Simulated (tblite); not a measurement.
Species: C₂H₇N₂Si₂ (doublet state).
Structure used (GFN2-xTB), in Å, numbered top down from 1:
```
atom  x, y, z in Å
C1     3.2767   -2.0038    0.0254
C2     2.6809   -0.9627   -0.0314
Si3    1.7682    0.6680   -0.1357
N4     0.1439    0.4184   -0.6553
Si5   -1.1734   -0.2928    0.2316
N6    -2.5298   -0.0311   -0.7983
H7     1.7322    1.2369    1.2103
H8     2.4186    1.4952   -1.1562
H9     0.0149    0.3820   -1.6544
H10   -1.1703    0.3906    1.5299
H11   -1.0618   -1.7418    0.3765
H12   -3.4035   -0.4593   -0.5410
H13   -2.7011    0.9010   -1.1415
```

Structure optimised with GFN2-xTB, isolated species. This method treats the open shell by occupation alone, without spin polarisation.

Masses are those of the commonest isotopes; rigid-rotor values at the optimised geometry. The values belong to one conformer with, in the numbering `[C:1]#[C:2][SiH2:3][NH:4][SiH2:5][NH2:6]`, C2–Si3–N4–Si5 72°, Si3–N4–Si5–N6 173°, N4–Si5–N6–H 173° and -51°.

(1) Give the principal moments of inertia and the rotational constants in MHz.

(2) What kind of rotor is it?

(3) Is it planar, by Δ = Ic − Ia − Ib?

(4) Give the other two planar moments, Paa and Pbb, and the rms extents of the mass along the axes.

(5) Estimate the classical rotational partition function at 100 K, 298.15 K and 500 K.

Results:

(1) Ia = 97.06, Ib = 468.29, Ic = 524.50 u·Å²; 505379 MHz·u·Å²/I gives A = 5207, B = 1079, C = 963.5 MHz.

(2) A near-prolate asymmetric top: κ = (2 × 1079 − 5207 − 963.5)/(5207 − 963.5) = -0.95.

(3) Not planar: Δ = Ic − Ia − Ib = -40.84 u·Å². For a rigid frame Δ = −2 Σ m c², so Σ m c² = 20.42 u·Å² lies off the ab plane: 8.82 from hydrogen and 11.60 from heavier atoms. The atom farthest from that plane is 1.82 Å away.

(4) Paa = Σ m a² = (Ib + Ic − Ia)/2 = 447.87 and Pbb = Σ m b² = (Ia + Ic − Ib)/2 = 76.64 u·Å². With the mass M = 115.01 u, the rms extents √(P/M) along a, b and c are 1.97, 0.82, 0.42 Å.

(5) Point group C1, symmetry number σ = 1; q = (√π/σ)·√((kT/h)³/(ABC)), k/h = 20836.6 MHz/K: 72400 at 100 K, 373000 at 298.15 K, 810000 at 500 K.

For this open shell read J as N, the rotation without spin; fine and hyperfine splittings come on top. Its GFN2-xTB frequencies are all real (lowest 35 cm⁻¹). Zero-point vibration and centrifugal distortion are left out.

Hardware: Intel Xeon at 2.50 GHz, one thread (shared host). Cost: 3.5 s wall. This is the geometry optimisation.

The numbers are calculated, not measured.
